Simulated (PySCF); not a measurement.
Geometry (Å), atoms numbered from 1 in this order:
```xyz
13

C     3.1080   -0.5015    0.7253
C     1.9514   -0.1633    0.8460
C     0.5517    0.2266    0.9609
C    -0.3164   -0.2844   -0.1970
Si   -2.1070    0.2374   -0.0830
F    -2.1572    1.8673   -0.0517
H     4.1368   -0.7941    0.6253
H     0.4895    1.3271    1.0141
H     0.1563   -0.1428    1.9235
H    -0.2784   -1.3868   -0.2464
H     0.0882    0.0751   -1.1585
H    -2.7377   -0.2495    1.1781
H    -2.8790   -0.2284   -1.2689
```

Geometry: PBE0-D3(BJ)/def2-SVP; GIAO absolute shieldings from PySCF, gas phase, non-relativistic, averaged over equivalent atoms.

At PBE0/6-31G (72 basis functions, 5.5 s wall time on 1 thread of an Arm Neoverse V2, shared host):
| atoms | σ (ppm) |
| --- | --- |
| C2 | 119.8 |
| C1 | 131.0 |
| C4 | 182.8 |
| C3 | 184.6 |
| Si5 | 403.3 |
| F6 | 444.3 |
| H12/H13 | 27.40 |
| H8/H9 | 30.17 |
| H7 | 30.59 |
| H10/H11 | 31.45 |

Question: What do these become at PBE/pcSseg-1?

Answer: 
```json
{"atoms": "C2", "σ at PBE/pcSseg-1": "93.2", "change": "-26.6"}
{"atoms": "C1", "σ at PBE/pcSseg-1": "109.1", "change": "-21.9"}
{"atoms": "C4", "σ at PBE/pcSseg-1": "160.2", "change": "-22.6"}
{"atoms": "C3", "σ at PBE/pcSseg-1": "164.0", "change": "-20.6"}
{"atoms": "Si5", "σ at PBE/pcSseg-1": "322.5", "change": "-80.8"}
{"atoms": "F6", "σ at PBE/pcSseg-1": "391.0", "change": "-53.3"}
{"atoms": "H12/H13", "σ at PBE/pcSseg-1": "25.89", "change": "-1.51"}
{"atoms": "H8/H9", "σ at PBE/pcSseg-1": "28.81", "change": "-1.36"}
{"atoms": "H7", "σ at PBE/pcSseg-1": "29.48", "change": "-1.11"}
{"atoms": "H10/H11", "σ at PBE/pcSseg-1": "30.16", "change": "-1.29"}
```

The largest change is at Si5 (silicon bonded to C, F, 2 H). Cost: 144 basis functions, 16 s wall time on 1 thread of an Arm Neoverse V2, shared host. The order of the carbon signals is the same at both levels.
